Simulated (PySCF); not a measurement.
Field gradients at the hydrogen positions

C3H9NOSi3.
Cartesian coordinates in Å at the GFN2-xTB level; atoms count from 1:
```
atom  x, y, z in Å
N1     2.450    2.253   -0.764
C2     1.465    1.852   -0.336
C3     0.251    1.313    0.158
C4    -0.963    1.957   -0.344
O5    -2.077    1.674    0.038
Si6   -0.006   -0.576   -0.442
Si7    1.993   -1.615    0.157
Si8   -2.123   -1.039    0.444
H9     0.256    1.248    1.246
H10   -0.817    2.684   -1.163
H11   -0.041   -0.396   -1.912
H12    3.196   -1.085   -0.481
H13    2.199   -1.527    1.607
H14    1.890   -3.036   -0.183
H15   -2.245   -0.556    1.820
H16   -3.262   -0.628   -0.367
H17   -2.174   -2.511    0.513
```

Level: PBE0/pcSseg-1 (PySCF, non-relativistic); Q(2H) = 0.00286 b; rigid geometry, the same for H and D, with no vibrational averaging.

Question: Rank these positions by the coupling χzz of a deuteron there, largest first.
A. H9 (methine hydrogen)
B. H17 (Si–H hydrogen)
C. H16 (Si–H hydrogen)
D. H10 (formyl hydrogen)

Answer: A (206 kHz), D (181 kHz), C (113 kHz), B (104 kHz).

Q: Tabulate Vzz, the asymmetry η and χzz = 234.96 MHz × Q × Vzz for every hydrogen position.

A: 
```csv
atom,bonded to,bond length (Å),Vzz (au),η,χzz (kHz)
H9,C3,1.090,0.3068,0.07,206
H10,C4,1.104,0.2700,0.02,181
H11,Si6,1.481,0.1517,0.06,102
H12,Si7,1.462,0.1637,0.01,110
H13,Si7,1.468,0.1607,0.01,108
H14,Si7,1.464,0.1634,0.01,110
H15,Si8,1.463,0.1655,0.04,111
H16,Si8,1.458,0.1683,0.03,113
H17,Si8,1.475,0.1554,0.01,104
```

Q: Average by the element that carries the hydrogen.

A: on C: 194 kHz over 2 positions, mean bond length 1.097 Å; on Si: 108 kHz over 7 positions, mean bond length 1.467 Å.

Q: How does χzz go with the bond length over the 7 Si–H bonds?

A: A straight-line fit has a slope of -4.8 kHz for each 0.01 Å, with a correlation coefficient of -0.99, over lengths from 1.458 to 1.481 Å. The longer bonds have the smaller couplings here.

Isolated species at its GFN2-xTB geometry (one conformer only). GFN2-xTB bond lengths can be off by several hundredths of an ångström, more for odd bonds, and the gradients follow them. These gradients aren't converged with respect to the basis.

The run behind these numbers computed NMR shieldings as well. Hardware: an Arm Neoverse N1 with one thread (shared host). Cost: 80 s of wall time (with the writing of density and orbital grids), 0.88 GiB resident at most.
